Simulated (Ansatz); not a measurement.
Consider the cleavage of the Si–B bond: `[SiH3][SiH2]BS` + `CSS` → `CSS[SiH2][SiH3]` + `BS`.

Isolated molecules relaxed with PBE0-D4/def2-TZVP in Ansatz; ΔE leaves out vibrations. CCSD(T)/CBS is the MP2 limit (def2-TZVPP, def2-QZVPP) plus CCSD(T) − MP2 in def2-TZVPP, frozen cores. This one scheme is used for every species. DFT in def2-TZVPP. B3LYP here is the variant with VWN-RPA as its local correlation; programs differ in this. One conformer a species, not always the lowest.

| level | ΔE (kJ/mol) | difference from CCSD(T)/CBS |
| --- | --- | --- |
| PBE-D4 | -55.6 | 9.1 |
| r2SCAN-D4 | -59.2 | 5.5 |
| PBE0-D4 | -58.7 | 6.0 |
| B3LYP-D4 | -64.2 | 0.5 |
| ωB97X-V | -61.4 | 3.3 |
| ωB97M-V | -65.0 | -0.3 |
| B2PLYP | -62.2 | 2.5 |
| PBE | -50.6 | 14.1 |
| r2SCAN | -57.9 | 6.8 |
| PBE0 | -54.2 | 10.5 |
| B3LYP | -56.2 | 8.5 |
| HF/def2-TZVPP | -66.0 | -1.3 |
| MP2/def2-TZVPP | -70.7 | -6.0 |
| SCS-MP2/def2-TZVPP | -68.5 | -3.8 |
| CCSD/def2-TZVPP | -60.1 | 4.6 |
| CCSD(T)/def2-TZVPP | -60.9 | 3.8 |
| HF/def2-QZVPP | -66.0 | -1.3 |
| MP2/def2-QZVPP | -72.8 | -8.1 |
| SCS-MP2/def2-QZVPP | -70.5 | -5.8 |
| HF/CBS(def2) | -66.0 | -1.3 |
| MP2/CBS(def2) | -74.4 | -9.7 |
| CCSD/CBS(def2) | -63.9 | 0.8 |
| CCSD(T)/CBS | -64.7 | 0 |

Largest T1 diagnostic among the species: 0.016.

The D4 term adds −8.0 kJ/mol with B3LYP and −4.4 kJ/mol with PBE0; it sums over pairs of atoms, weighted by their polarisabilities, and B3LYP, whose exchange is more repulsive, gets the larger term. From PBE to PBE0 (25 % exact exchange), in def2-TZVPP and without D4, ΔE moves by −3.6 kJ/mol.
